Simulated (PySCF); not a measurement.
**`F[C@H]1CC(=S)[C@H](Cl)C1`, C5H6ClFS**

Molfile (atoms numbered from 1):
```
C5H6ClFS
     RDKit          3D

 14 14  0  0  0  0  0  0  0  0999 V2000
    0.5819   -2.1078    1.0518 F   0  0  0  0  0  0  0  0  0  0  0  0
    0.2013   -0.7975    0.8886 C   0  0  1  0  0  0  0  0  0  0  0  0
    1.2947    0.0080    0.1772 C   0  0  0  0  0  0  0  0  0  0  0  0
    0.5757    0.9296   -0.7543 C   0  0  0  0  0  0  0  0  0  0  0  0
    1.2634    1.9974   -1.7513 S   0  0  0  0  0  0  0  0  0  0  0  0
   -0.8995    0.6961   -0.6305 C   0  0  2  0  0  0  0  0  0  0  0  0
   -1.5142    1.9267    0.5427 Cl  0  0  0  0  0  0  0  0  0  0  0  0
   -1.0229   -0.6932   -0.0285 C   0  0  0  0  0  0  0  0  0  0  0  0
   -0.0087   -0.4116    1.8915 H   0  0  0  0  0  0  0  0  0  0  0  0
    1.9318   -0.6709   -0.3973 H   0  0  0  0  0  0  0  0  0  0  0  0
    1.9456    0.5553    0.8603 H   0  0  0  0  0  0  0  0  0  0  0  0
   -1.4528    0.8560   -1.5548 H   0  0  0  0  0  0  0  0  0  0  0  0
   -0.9364   -1.4424   -0.8182 H   0  0  0  0  0  0  0  0  0  0  0  0
   -1.9607   -0.8462    0.5008 H   0  0  0  0  0  0  0  0  0  0  0  0
  1  2  1  0
  2  3  1  0
  3  4  1  0
  4  5  2  0
  4  6  1  0
  6  7  1  0
  6  8  1  0
  8  2  1  0
  2  9  1  1
  3 10  1  0
  3 11  1  0
  6 12  1  6
  8 13  1  0
  8 14  1  0
M  END
```

Computed, not measured: TDDFT B3LYP/def2-SVPD circular dichroism and optical rotation, one conformer, gas phase (PySCF 2.14.0). Geometry: GFN2-xTB.

States above about 6.6 eV (minus the energy of the highest occupied orbital) lie near or above the ionisation threshold and depend on the basis.

Draw the ECD and absorption spectra from the lowest 12 states, each a Gaussian of half-width 0.25 eV at 1/e height.


```
E (eV)  λ (nm)  Δε (L mol⁻¹ cm⁻¹)  ε (L mol⁻¹ cm⁻¹)
  1.74     712               0.00             0.142
  1.89     656              -0.03               1.1
  2.04     607              -0.10               4.1
  2.19     566              -0.18              7.47
  2.34     530              -0.16              6.62
  2.49     498              -0.07              2.86
  2.64     469              -0.01             0.601
  2.79     444               0.00            0.0615
  2.94     422               0.00                 0
  3.09     401               0.00                 0
  3.24     383               0.00                 0
  3.39     366               0.00                 0
  3.54     350               0.00                 0
  3.69     336               0.00                 0
  3.84     323               0.00                 0
  3.99     311               0.00              1.21
  4.14     299              +0.01              23.1
  4.29     289              +0.02               219
  4.44     279              -0.23              1050
  4.59     270              -1.46              2590
  4.74     261              -3.11              3300
  4.89     253              -2.91              2300
  5.04     246              -1.67              1880
  5.19     239              -2.16              4820
  5.34     232              -3.80              9490
  5.49     226              -3.24             10000
  5.64     220              -1.40              6740
  5.79     214              -4.84              4500
  5.94     209             -11.36              3640
  6.09     204             -10.90              2680
  6.24     199              -4.65              1750
  6.39     194              +2.35              2090
  6.54     190              +7.21              3260
  6.69     185              +6.12              3300
```
Δε uses R in velocity form, ε uses f in length form. Only the states computed contribute, so the short-wavelength end is incomplete.
